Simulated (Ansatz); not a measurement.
`[F][SnH2][F]` + `[OH]`• → `[F][SnH][F]`• + H₂O  (hydrogen abstraction from the Sn–H bond)

Isolated molecules relaxed with PBE0-D4/def2-TZVP in Ansatz; ΔE leaves out vibrations. CCSD(T)/CBS adds triple-zeta CCSD(T) − MP2 to the extrapolated MP2 energy (def2 sets, frozen cores). This one scheme is used for every species. Functionals use def2-TZVPP. B3LYP here is the variant with VWN-RPA as its local correlation; programs differ in this. Open shells (•) are unrestricted, without spin–orbit coupling. def2 core potentials past Kr. For Sn outer-core shells are correlated without core-valence functions, which leaves a few kJ/mol of doubt a bond.

Is it downhill or uphill in electronic energy at CCSD(T)/CBS, and by how much? (Best estimate.)

The calculation gave: Downhill: ΔE = -196.3 kJ/mol.

What do these levels give: BLYP-D4, B3LYP-D4, revPBE, MP2/def2-SVP, MP2/def2-TZVPP, MP2/CBS(def2)? (An estimate is asked.)

Ansatz gave: BLYP-D4 -215.9, B3LYP-D4 -200.6, revPBE -214.1, MP2/def2-SVP -190.0, MP2/def2-TZVPP -211.4, MP2/CBS(def2) -221.8 kJ/mol.

What do rigid-rotor, harmonic-oscillator terms from PBE0-D4/def2-TZVP frequencies (298.15 K, 1 bar) make of the CCSD(T)/CBS value? (Estimate.)

The calculation gave: ΔZPE = +12.2 kJ/mol, ΔH = -183.5 kJ/mol, ΔS = 13 J/(mol·K), ΔG = -187.4 kJ/mol. Open shells count their whole term as degenerate.

Largest T1 diagnostic among the species: 0.018.

From PBE to PBE0 (25 % exact exchange), in def2-TZVPP and without D4, ΔE moves by +23.3 kJ/mol. Leaving LDA and LC-ωPBE aside and taking each functional with its dispersion term where it has one, the values, not all of them listed here, spread over 49.7 kJ/mol, from PBE-D4 to BHLYP-D4. LDA lies −34.4 kJ/mol from PBE without D4. At CCSD(T), def2-SVP lies +27.5 kJ/mol from the extrapolated value and def2-TZVPP +10.4 kJ/mol.
